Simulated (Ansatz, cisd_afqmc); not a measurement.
System: BSiH5, charge 0, singlet. BSiH5 (boranylsilane, SMILES B[SiH3]).
B3LYP-D3(BJ)/def2-TZVP minimum from Ansatz (an electronic-structure program):
```xyz
7

B     -0.7288    -1.2287     0.1642
H     -0.2899    -2.1254     0.8143
H     -1.8216    -1.3645    -0.2907
Si     0.2953     0.4836    -0.0764
H     -0.1018     1.3499     1.0705
H     -0.0451     1.2071    -1.3265
H      1.7676     0.3065    -0.0187
```
Charge 0, spin multiplicity 1.

Total energies in cc-pV(D+d)Z, 12 correlated electrons, 6 frozen orbitals. Radicals and triplets start from unrestricted determinants; spin-orbit coupling is neglected. Cores are frozen in correlated methods. No relativity. AFQMC is phaseless with a CISD trial state; ± is one standard error, without the phaseless bias. Outlying blocks are dropped, and bars are widened where a walk drifts. Over all cases where full CI ran beside it in this data, AFQMC minus full CI had a median of +0.1 mEh and passed +0.4 mEh in a tenth of the cases.

```json
[
 {"method": "HF", "program": "Ansatz", "energy (Eh)": "-316.48657", "minus CCSDT(Q) (mEh)": "241.76"},
 {"method": "MP2", "program": "Ansatz", "energy (Eh)": "-316.67600", "minus CCSDT(Q) (mEh)": "52.34"},
 {"method": "CCSD", "program": "Ansatz", "energy (Eh)": "-316.72209", "minus CCSDT(Q) (mEh)": "6.25"},
 {"method": "CCSD(T)", "program": "Ansatz", "energy (Eh)": "-316.72712", "minus CCSDT(Q) (mEh)": "1.21"},
 {"method": "CCSDT(Q)", "program": "Ansatz", "energy (Eh)": "-316.72834", "minus CCSDT(Q) (mEh)": "0.00"},
 {"method": "AFQMC/CISD", "program": "cisd_afqmc", "energy (Eh)": "-316.7285 ± 0.0004", "minus CCSDT(Q) (mEh)": "-0.2 ± 0.4"}
]
```

Rough core times of Ansatz's runs on a shared machine: CCSD(T) under 20 s, CCSDT(Q) 40 s.
